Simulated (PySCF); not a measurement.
H2Te, charge +1, multiplicity 2. Atoms are numbered in the order given.

```xyz
3

Te     0.0000     0.0000    -0.0435
H      0.0000    -1.1829     1.1304
H      0.0000     1.1829     1.1304
```
Charge +1, spin multiplicity 2.

Geometry optimised at PBE0-D3(BJ)/def2-TZVPD. The multiplicity is an assumed one; other spin states were not compared. The def2 effective core potentials stand for the cores of Te; spin–orbit coupling is left out.

The numbers are results of CAM-B3LYP/def2-TZVPD (PySCF), not measurements.

Mulliken values depend strongly on the basis, most of all with diffuse functions as here. ESP charges are fitted to the potential on shells at 1.4 to 2.0 van der Waals radii. Atomic charges (e):

| atom | Mulliken | ESP fit | Mulliken spin |
|---|---|---|---|
| Te1 | 0.63 | … | 1.06 |
| H2 | 0.19 | … | -0.03 |
| H3 | 0.19 | … | -0.03 |

Complete the blanks. (The exact figures need the calculation; the answer reports its results.)


- Te1, ESP fit: 0.79
- H2, ESP fit: 0.10
- H3, ESP fit: 0.10
